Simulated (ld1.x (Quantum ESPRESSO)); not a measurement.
# Building the PAW potential for carbon (C) (LDA (PZ), scalar-relativistic).

C (Z = 6), PAW, made with ld1.x (Quantum ESPRESSO) 7.5 (LDA (PZ), scalar-relativistic). Core [He], reference 2s2 2p1 (charge +1). Waves: 2s (bound): rcut 1.20, rcutus 1.45 bohr; 2s channel at 1 Ry: rcut 1.20, rcutus 1.45 bohr; 2p (bound): rcut 1.85, rcutus 2.50 bohr; 2p channel at -0.6 Ry: rcut 1.85, rcutus 2.50 bohr. Local part: all-electron potential smoothed inside 1.65 bohr (lloc = -1). Core correction: Bessel-smoothed model core inside 1.10 bohr. Augmentation charge: PSQ, inside the norm-conserving radii.

All-electron outer shells of the reference configuration (LDA (PZ), scalar-relativistic, ld1.x):

```json
{"shell": "2s", "level (eV)": "-25.61", "outermost node (bohr)": "0.38", "outermost maximum (bohr)": "1.17"}
{"shell": "2p", "level (eV)": "-17.12", "outermost node (bohr)": "–", "outermost maximum (bohr)": "1.10"}
```

Problem. Estimate the cutoffs (Ry, on a coarse ladder) from which the occupation-weighted sum of valence levels, in a spherical-Bessel basis at the reference potential, stays within 10 and 1 mRy of its value at 400 Ry.

Solution. 12 Ry and 18 Ry.

Problem. What does a ghost test show?

Solution. No extra level below or beside the all-electron valence levels (s, p, d, f tested).

Problem. Is the overlap operator S = 1 + Σ q|β⟩⟨β| positive definite (Bessel basis up to 400 Ry)?

Solution. Yes: its lowest eigenvalue is 0.40 (p channel).

Problem. Which valence shell sets the plane-wave cutoff?

Solution. 2s: its level needs 15 Ry to come within 1 mRy, against 12 Ry for 2p.

Problem. Tests: 2s2 2p2; 2s2 2p0; 2s1 2p0; 2s1 2p3; 2s1 2p2; 2s2 2p1.5; 2s0 2p4. Which has the largest error in its energy relative to the reference configuration, and how large is it?

Solution. 2s1 2p0, with -14 meV (all-electron minus pseudo) on +72.23 eV.
